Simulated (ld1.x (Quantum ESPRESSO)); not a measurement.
Configuration tests for oxygen (PAW)

oxygen, PAW, made with ld1.x (Quantum ESPRESSO) 7.5 (BLYP, fully relativistic). Core [He], reference 2s2 2p2 (charge +2). Waves: 2s (bound): rcut 0.50, rcutus 0.60 bohr; 2s channel at -3.55 Ry: rcut 0.50, rcutus 0.60 bohr; 2p (bound): rcut 1.25, rcutus 1.60 bohr; 2p channel at -2.75 Ry: rcut 1.25, rcutus 1.60 bohr. Local part: all-electron potential smoothed inside 0.95 bohr (lloc = -1). Core correction: a·sin(br)/r model core, default radius (ld1.x builds one for every PAW set, though the input has nlcc=.false.). Augmentation charge: PSQ, inside the norm-conserving radii.

Open shells are filled in proportion to 2j + 1 (rel_dist='average').

Energies are relative to the spin-unpolarised reference configuration 2s2 2p2; without spin polarisation the order of configurations can differ from experiment. Not all tests gave a result: 1 of 7 tests not solved or not reliable. Left out of the table: 2s2 2p4.3 (solver errors, printed error -416 eV). The frozen-core shift is the all-electron ΔE with the core orbitals held at their reference shape minus the fully relaxed ΔE.

```csv
valence configuration,charge,ΔE all-electron (eV),error AE − PS (meV),frozen-core shift (meV)
2s2 2p4,0,-50.037,-2.6,n/a
2s2 2p3,+1,-33.609,+0.1,+0.6
2s0 2p6,0,-20.325,-19,+1.9
2s1 2p5,0,-35.205,-11,+1.1
```

Q: What are ΔE and the potential's error for 2s2 2p1?

A: ΔE = 53.938 eV all-electron; the error (AE − PS) is -10 meV.

Q: What are ΔE and the potential's error for 2s2 2p3.5?

A: ΔE = -43.754 eV all-electron; the error (AE − PS) is -1.4 meV.

The ghost test of this file was not conclusive.
